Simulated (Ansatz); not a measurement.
A geometry relaxed with PBE-D3(BJ)/def2-TZVP (Ansatz, a first-principles code), charge 0, multiplicity 1:

```xyz
6

N     -0.9169     0.2349    -0.3871
C      1.3380    -0.2084     0.7480
H      2.2837    -0.3895     1.2117
H     -1.4709    -0.5919    -0.6028
H     -1.4851     0.9674     0.0343
C      0.2512    -0.0125     0.2445
```

Q: Write the SMILES of this molecule.

A: `C#CN`
